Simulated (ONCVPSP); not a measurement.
# What one change does to a pseudopotential (Cd (Z = 48), ONCV)

```json
{"Element": "Cd (Z = 48)", "Generator": "ONCVPSP 4.0.1", "Type": "optimised norm-conserving Vanderbilt (ONCV)", "Functional": "PBE", "Relativity": "scalar-relativistic", "Frozen core": "[Ar] 3d10 4s2", "Valence charge": "18", "Reference configuration": "4p6 4d10 5s2", "Partial waves": "5s: rc 2.45 bohr, ncon 5, nbas 8, qcut 2.2 1/bohr, 2 projectors, debl 1.9 Ha; 4p: rc 1.50 bohr, ncon 4, nbas 8, qcut 10.4 1/bohr, 2 projectors, debl 2 Ha; 4d: rc 1.35 bohr, ncon 4, nbas 9, qcut 10.8 1/bohr, 2 projectors, debl 3.4 Ha", "Local potential": "polynomial inside 1.05 bohr (lpopt 5, dvloc0 0 Ha)", "Core correction": "none"}
```

In the p channel the program set the typed energies aside and used -2.461, 0.250 Ha.

Change: all radii scaled by about 1.34 (s 3.28, p 2.00, d 1.80 bohr); local potential polynomial inside 1.40 bohr (lpopt 5, dvloc0 0 Ha).

Cutoffs: the cutoffs (Ha) at which the residual kinetic energy of the hardest occupied pseudo-wave falls to 1 and 0.1 mHa per electron; they do not see the model core or the augmentation charge, which bear on the density cutoff. Errors are all-electron minus pseudo energies relative to the spin-unpolarised reference configuration.

Problem. Predict the effect on cutoff, ghosts and configuration errors.

Solution. The potential gets softer (38 Ha and 45 Ha → 33 Ha and 39 Ha); both files keep a bound ghost (s); of the 4 tests that both files solve, the error grows in 4 and shrinks in 0 by more than 15 % and 0.3 meV (median size 15.4 → 44.8 meV). A larger radius leaves more room for a smooth pseudo-wave, so fewer plane waves are needed. More of the atom is replaced by a form fitted at one configuration, so other configurations suffer.

```tsv
quantity	base	changed
cutoff, loose	38 Ha	33 Ha
cutoff, tight	45 Ha	39 Ha
loose cutoff by channel	s 18 Ha, p 20 Ha, d 38 Ha	s 5.7 Ha, p 23 Ha, d 33 Ha
bound ghosts	s	s
GHOST(+) flags under 300 eV	s at 124.5 eV	none
error for 4p6 4d10 5s1, meV [ΔE 9.27 eV]	-5.5	-13
error for 4p6 4d10 5s0, meV [ΔE 26.40 eV]	-25	-76
error for 4p6 4d9 5s0, meV [ΔE 64.41 eV]	+33	-266
error for 4p6 4d10 5s1.5, meV [ΔE 3.71 eV]	-1.5	-3.1
```

 A true bound ghost makes a file unfit for plane-wave use even where its test errors are small: the radial tests pick states by their node count and pass the ghost by.
